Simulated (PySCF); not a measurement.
**r2SCAN on Ru²⁺ (ruthenium, charge +2)**

Configuration: [Kr] 4d5 5p1, high-spin 7P determinant (an excited configuration). Computed with PySCF 2.14 in def2-TZVPPD with the def2 core potential (28 electrons) (6s4p3d2f1g, 56 functions), with scalar relativity through the core potential.

```
Total energy                                                  : -93.6112 hartree
One-electron energy                                           : -150.8492 hartree
Hartree (Coulomb) energy                                      : 66.7062 hartree
Exchange-correlation energy                                   : -9.4682 hartree
⟨S²⟩                                                          : 12.0001
⟨L²⟩                                                          : 2.003
Sum of ⟨r⟩                                                    : 19.40 bohr
Sum of ⟨r²⟩                                                   : 34.77 bohr²
Traceless quadrupole moment −½Σ⟨3z² − r²⟩ along its main axis : -4.59 e·bohr²
```

```tsv
shell	electrons	mean orbital energy (hartree)	spread (hartree)	rms radius, mean of both spins (bohr)
4s α	1	-3.98279	0	1.08
4s β	1	-3.79203	0	1.08
4p α	3	-2.82505	0.01121	1.19
4p β	3	-2.61817	0.01564	1.19
4d α	5	-1.13428	0.01140	1.58
5p α	1	-0.59157	0	3.38
```

Energies and moments cover only the electrons outside the core potential.
